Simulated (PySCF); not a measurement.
A structure optimised at PBE-D3(BJ)/def2-SVP, used in a PySCF frequency run:

```xyz
9

Br     0.0038     1.5333     0.0000
C     -0.1028    -0.3282     0.0000
C     -1.1812    -1.1843     0.0000
C     -0.6153    -2.5049     0.0000
C      0.7493    -2.3441     0.0000
O      1.0710    -1.0131     0.0000
H     -2.2378    -0.9000     0.0000
H     -1.1601    -3.4555     0.0000
H      1.5976    -3.0350     0.0000
```

Q: Write its SMILES, formula and point group.

A: Brc1ccco1, C₄H₃BrO, Cs

Q: What are its rotational constants (standard atomic weights)?

A: 9.1092, 1.3213, 1.1539 GHz
